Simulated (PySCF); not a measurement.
# He⁺ (helium, charge +1) across methods

2p1, 2P determinant (an excited configuration). Calculation: PySCF 2.14, in x2c-QZVPPall with one added diffuse shell each of s, p, d type (5s4p3d1f, 39 functions); the spin-free X2C one-electron Hamiltonian (Gaussian nucleus).

```
 method  E (hartree)  mean ε 2p α (eV)  Σ⟨r²⟩ (bohr²)   ⟨S²⟩
    UHF     -0.48814           -13.283          5.692  0.750
    PBE      -0.5154            -9.942          5.625  0.750
   TPSS      -0.5145           -10.054          5.630  0.750
  HSE06      -0.5102           -10.451          5.645  0.750
   PBE0      -0.5102           -10.850          5.648  0.750
    LDA      -0.4950            -9.493          5.731  0.750
 r2SCAN      -0.5081           -10.071          5.647  0.750
   BLYP      -0.5164            -9.805          5.590  0.750
LC-wPBE      -0.5083           -13.456          5.592  0.750
```

The outer electron is Rydberg-like, and this basis confines it to a smaller radius and binds it less than a complete one would.
